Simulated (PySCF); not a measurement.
## Working out the ionisation energy of Zn⁺

Zn⁺ [Ar] 3d10 4s1 (2S) → Zn²⁺ [Ar] 3d10 (1S). All numbers are calculated (PySCF 2.14, a scalar-relativistic core potential, in aug-cc-pwCVTZ-PP with ECP10MDF (8s8p7d4f3g, 122 functions)). Frozen: nothing. Energies in hartree (1 hartree = 27.21139 eV):

```tsv
part	Zn⁺ (lower)	Zn²⁺ (upper)
UHF	-225.677109	-225.057366
MP2 opposite-spin	-0.669444	-0.646073
MP2 same-spin	-0.306025	-0.287734
```

Question: What does Hartree-Fock give?

Answer: (-225.057366) − (-225.677109) = 0.619743 hartree = 16.864 eV.

Question: What do MP2 and SCS-MP2 (6/5 opposite-spin, 1/3 same-spin) give?

Answer: The opposite-spin parts differ by 0.636 eV and the same-spin parts by 0.498 eV. MP2: 16.864 + (0.636) + (0.498) = 17.998 eV. SCS-MP2: 16.864 + 1.2 × (0.636) + (0.498)/3 = 17.793 eV.

Measured between the centres of the two terms (NIST): 17.964 eV, so MP2 (valence and next inner shell) is off by 0.034 eV.

What remains against the reference includes basis incompleteness and correlation beyond second order.
